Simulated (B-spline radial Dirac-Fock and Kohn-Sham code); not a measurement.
Cd⁵⁺: non-radiative channels of the 2p1/2 vacancy

System: Cd⁵⁺, configuration [Kr] 4d7.

Level of theory: independent-particle rates on relativistic LDA orbitals of the hole state (multipoles up to L = 3, Coulomb Auger matrix elements, transition energies from Dirac-Fock); a B-spline atomic structure program. Kinetic energies are configuration averages from the vacuum level; the two-hole energies are estimated from single-hole states.

```
transition  kinetic energy (eV)  width (meV)  share (%)
   L2-L3N2                 5.53          131        5.8
   L2-L3N4                77.70          124        5.5
   L2-M1M2               2174.0         66.7        3.0
   L2-M2M2               2285.0         63.3        2.8
   L2-M2M3               2323.8          209        9.3
   L2-M2M4                    –          110        4.9
   L2-M2M5               2536.9          198        8.8
   L2-M3M4                    –          145        6.4
   L2-M4M4                    –          126        5.6
   L2-M4M5                    –          554       24.6
```

A dash stands for an energy that rests on an unreliable hole state.

Channels within a few eV of threshold rest on estimated energies and may be closed in reality. The listed channels hold 77 % of the non-radiative rate. Summed by principal shells, of 2.25 eV in all: LMM 68.5 %, LLN 15.4 %, LMN 15.2 %, LNN 0.9 %.

Values without a named source are computed, but for edge energies of neutral atoms, which are taken from tables.
